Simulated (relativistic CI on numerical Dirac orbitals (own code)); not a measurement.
Electric-dipole transitions in Xe48+

These numbers are calculated, not measured: Dirac-Coulomb-Breit CI, separate exchange-only KLI orbitals for each configuration, QED by a radiative potential, unscaled Slater integrals (own radial code, finite nucleus).

CI space (outside the closed core 1s2): 2s2 2p2, 2s 2p3, 2p4, 2p3 3s, 2p3 3p, 2p3 3d, 2s2 2p 3s, 2s2 2p 3p, 2s2 2p 3d, 2s 2p2 3s, 2s 2p2 3p, 2s 2p2 3d, 2s2 2p 4s, 2s2 2p 4p, 2s2 2p 4d, 2s2 2p 4f. Levels of other configurations are missing.

```tsv
λ vac (Å)	Lower	Upper	A (s⁻¹)	E lower (eV)	E upper (eV)
2.3488	2s2 2p2 1D_2 [3]	2s2 2p 3d 3F°_3 [61]	2.54e+14	348.49	5627.15
2.3562	2s2 2p2 3P_0 [1]	2s 2p2 3p 3P°_1 [30]	4.03e+14	0.00	5262.09
2.3570	2s 2p3 3P°_2 [4]	2s 2p2 3d 5P_1 [95]	5.80e+14	518.39	5778.66
2.3585	2s 2p3 3P°_2 [4]	2s 2p2 3d 5P_2 [94]	4.73e+14	518.39	5775.23
2.3595	2s2 2p2 1D_2 [3]	2s 2p2 3p 3D°_3 [56]	2.20e+14	348.49	5603.17
2.3616	2s 2p3 3D°_3 [9]	2s 2p2 3d 3F_4 [155]	3.59e+14	870.28	6120.32
2.3617	2s 2p3 3P°_2 [4]	2s 2p2 3d 3F_3 [89]	2.51e+14	518.39	5768.18
2.3622	2s 2p3 3D°_1 [5]	2s 2p2 3d 1D_2 [110]	4.33e+14	580.15	5828.85
2.4910	2s 2p3 3P°_2 [16]	2s 2p2 3d 3D_3 [183]	5.14e+14	1240.83	6218.17
2.4954	2s2 2p2 3P_2 [6]	2s2 2p 3d 3D°_3 [70]	6.80e+14	693.62	5662.12
2.4990	2s2 2p2 3P_1 [2]	2s2 2p 3d 3P°_2 [33]	3.74e+14	332.62	5294.02
2.5054	2s2 2p2 1D_2 [3]	2s2 2p 3d 3F°_3 [34]	3.82e+14	348.49	5297.15
2.5061	2s 2p3 3D°_2 [8]	2s 2p2 3d 3F_3 [97]	4.30e+14	834.88	5782.27
2.5092	2s 2p3 3D°_3 [9]	2s 2p2 3d 3F_4 [104]	5.20e+14	870.28	5811.53
2.5092	2s 2p3 1P°_1 [17]	2s 2p2 3d 1D_2 [187]	7.31e+14	1298.70	6239.83
2.5095	2s 2p3 3P°_2 [4]	2s 2p2 3d 3D_3 [41]	3.82e+14	518.39	5459.06
2.5121	2s 2p3 3S°_1 [11]	2s 2p2 3d 3P_2 [117]	4.92e+14	922.85	5858.30
2.5170	2s 2p3 1D°_2 [12]	2s 2p2 3d 1F_3 [119]	5.58e+14	933.34	5859.13
2.5252	2p4 3P_2 [14]	2p3 3d 3D°_3 [143]	6.24e+14	1133.84	6043.76
2.5332	2s 2p3 3D°_1 [5]	2s 2p2 3d 3F_2 [44]	3.46e+14	580.15	5474.44
```

Terms are leading LS components. Brackets give the number of a level in order of energy, since labels repeat. The list gives strong lines, with weight on those to low levels, without lines whose two gauges differ by over a factor of 2.5, among the lowest 200 of 274 levels, so that lines to higher ones, which can be the strongest, are missing. Levels whose partners in the same complex of configurations lie outside the list can be far off, and so can their lines. Rates are taken at the computed energies, electric ones in the length gauge.

At this charge energies of transitions that change n are usually good to better than 1 %, and those within a shell (Δn = 0) to a few per cent.

LS names give the leading component of a level, which can be under half, so a name can repeat, a term be missing and a line seem to break the LS rules.
